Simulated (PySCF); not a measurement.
Spectra and structures to be paired. Method used: TDDFT B3LYP/def2-SVPD, vertical, gas phase, core orbitals frozen in the response in PySCF 2.14.0, density-fitted response routines. Geometries: PBE0-D3(BJ)/def2-SVP; one conformer of each isolated species. Triplets are in the Tamm–Dancoff approximation.

A. `CO/C=C/C/C=C\F`
B. `C=CC[C@@H](C)CC#N`
C. `C1CO[SiH2]C1`

Lowest singlet levels (six at most, fewer where fewer were computed) with oscillator strengths:

1. 6.74 eV (f 0.023); 7.11 eV (f 0.178); 7.26 eV (f 0.059); 7.40 eV (f 0.085); 7.56 eV (f 0.013); 7.60 eV (f 0.001)
2. 5.60 eV (f 0.122); 5.97 eV (f 0.026); 6.30 eV (f 0.007); 6.35 eV (f 0.017); 6.65 eV (f 0.238); 6.71 eV (f 0.009); T1 4.24 eV
3. 6.66 eV (f 0.002); 6.95 eV (f 0.019); 7.49 eV (f 0.021); 7.68 eV (f 0.017); 7.82 eV (f 0.012); 7.92 eV (f 0.000); T1 6.41 eV

**Question.** Match each spectrum to its molecule.

**Answer.** 1 = B, 2 = A, 3 = C.
- A: S1 at 5.60 eV, HOMO→LUMO (89%); Löwdin shares by element: HOMO carbon 58% or more, oxygen 23% (atoms not listed hold the other 19%); LUMO carbon 67% or more (atoms not listed hold the other 33%); HOMO -6.33 and LUMO -0.08 eV.
- B: S1 at 6.74 eV, HOMO→LUMO+1 (84%), HOMO→LUMO (11%); Löwdin shares by element: HOMO carbon 80% or more (atoms not listed hold the other 20%); LUMO carbon 64% or more, hydrogen 11% or more (atoms not listed hold the other 24%); HOMO -7.48 and LUMO -0.30 eV.
- C: S1 at 6.66 eV, HOMO→LUMO (96%); Löwdin shares by element: HOMO oxygen 51%, carbon 12% or more, silicon 10%, hydrogen 8% or more (atoms not listed hold the other 19%); LUMO silicon 33%, hydrogen 20% or more, oxygen 12% (atoms not listed hold the other 35%); HOMO -7.58 and LUMO 0.19 eV.
B and C have S1 within 0.09 eV of each other; their strongest listed levels stand at 7.11 eV (f 0.178) and 7.49 eV (f 0.021).
